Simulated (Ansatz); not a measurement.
Saddle point of AlNH₄SO, closed shell (AlNH₄SO ([NH2][Al]([OH])[SH]) → AlHSO ([OH][Al][S]) + NH₃ (still joined by a long Al–N bond); bonds formed: N2–H4; bonds broken: S3–H4; bonds weakened to dative contacts: Al1–N2), PBE0-D4/def2-TZVP structure:

```xyz
8
angstrom
Al -0.6342 0.1032 -0.1872
N 1.1449 -0.2142 0.3311
S -0.8909 -1.8942 -0.7668
H 0.5783 -1.3773 -0.1463
O -1.3205 1.6358 -0.0387
H 1.4162 -0.2369 1.3066
H 1.9250 0.1379 -0.2105
H -2.2187 1.8458 -0.2881
```

Energies are electronic, without zero-point energy. Barriers and step energies count from the start structure reached by relaxing down the imaginary mode; all methods use the PBE0-D4 structures, on which another method's saddle can fall below an end. Computed with Ansatz 0.2.0 (basis: def2-TZVPP, with def2-QZVPP for the basis limit); correlated methods freeze the cores. B3LYP uses VWN-RPA correlation. Extrapolation: Hartree–Fock as exp(−7.88 √X), correlation as X^−2.97.

```json
{"method": "SPW92", "barrier (eV)": "0.872", "step energy (eV)": "0.466"}
{"method": "PBE-D4", "barrier (eV)": "1.058", "step energy (eV)": "0.489"}
{"method": "BLYP-D4", "barrier (eV)": "1.229", "step energy (eV)": "0.555"}
{"method": "r2SCAN-D4", "barrier (eV)": "1.198", "step energy (eV)": "0.541"}
{"method": "B97M-V", "barrier (eV)": "1.315", "step energy (eV)": "0.519"}
{"method": "PBE0-D4", "barrier (eV)": "?", "step energy (eV)": "0.530"}
{"method": "B3LYP-D4", "barrier (eV)": "1.353", "step energy (eV)": "0.587"}
{"method": "r2SCAN0-D4", "barrier (eV)": "1.308", "step energy (eV)": "0.558"}
{"method": "BHLYP-D4", "barrier (eV)": "1.553", "step energy (eV)": "0.625"}
{"method": "CAM-B3LYP-D4", "barrier (eV)": "1.440", "step energy (eV)": "0.649"}
{"method": "wB97X-V", "barrier (eV)": "?", "step energy (eV)": "0.645"}
{"method": "wB97M-V", "barrier (eV)": "?", "step energy (eV)": "0.591"}
{"method": "B2PLYP", "barrier (eV)": "1.377", "step energy (eV)": "0.580"}
{"method": "PBE-QIDH", "barrier (eV)": "1.340", "step energy (eV)": "0.558"}
{"method": "RPA on PBE", "barrier (eV)": "1.436", "step energy (eV)": "0.614"}
{"method": "HF", "barrier (eV)": "1.935", "step energy (eV)": "0.656"}
{"method": "MP2", "barrier (eV)": "1.344", "step energy (eV)": "0.574"}
{"method": "CCSD", "barrier (eV)": "1.546", "step energy (eV)": "0.629"}
{"method": "CCSD(T)", "barrier (eV)": "1.433", "step energy (eV)": "0.590"}
```

(1) Fill in the withheld barriers. (To be estimated.)

The T1 diagnostic stays at or below 0.015.

## Answers

(1) The calculation gives: wB97X-V 1.446; PBE0-D4 1.226; wB97M-V 1.397 eV. Each is the energy of the saddle less that of the start structure, by the same method.

For comparison, the barrier by CCSD(T) at an estimated basis limit (MP2 extrapolated from triple and quadruple zeta, plus CCSD(T) − MP2 in triple zeta) is 1.416 eV.

Labels in which every atom is bracketed show which atoms are joined, not bond orders.

For scale, one of the runs: CCSD(T)/def2-TZVPP, 202 basis functions, launched by `ansatz run in.yaml --threads 4 --pin off --events-out ev --progress --plain --max-ram 9574MiB`. The run took 40 s on 4 CPU threads of an Arm Neoverse V1 (shared host), with 2.4 GiB of host memory at its peak.
